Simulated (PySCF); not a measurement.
**Fractional electron number in Pr⁺ (praseodymium, charge +1)**

The 6s alpha orbital of [Xe] 4f3 6s1 is emptied in steps (occupation f), with all orbitals relaxed, ending at [Xe] 4f3. Computed with PySCF 2.14 in def2-TZVP with the def2 core potential (28 electrons) (10s7p5d4f1g, 93 functions), with scalar relativity through the core potential. The exact energy is a straight line in f; departures are measured from the line between the end points of the same method.

```tsv
f	UHF (eV)	LDA (eV)	PBE (eV)
1	0.000	0.000	0.000
0.9	0.003	-0.215	-0.220
0.7	0.007	-0.498	-0.515
0.5	0.009	-0.585	-0.617
0.3	0.007	-0.490	-0.525
0.1	0.003	-0.199	-0.221
0	0.000	0.000	0.000
```

```
method  E(f=0) − E(f=1) (eV)  −ε at f=1 (eV)  −ε at f=0.5 (eV)
   UHF                 9.966          10.001             9.965
   LDA                11.099           8.703            11.143
   PBE                10.899           8.464            10.875
```

Orbital energy along the path (eV):

```tsv
f	UHF	LDA	PBE
1	-10.001	-8.703	-8.464
0.9	-9.994	-9.195	-8.942
0.7	-9.979	-10.176	-9.904
0.5	-9.965	-11.143	-10.875
0.3	-9.952	-11.959	-11.828
0.1	-9.939	-12.924	-12.902
0	-9.933	-13.219	-13.218
```

Reference removal energy between the ground levels: 10.631 ± 0.02 eV (semi-empirical (NIST evaluation); NIST Atomic Spectra Database, ionization energies). The calculation has no spin-orbit coupling. UHF lacks correlation.
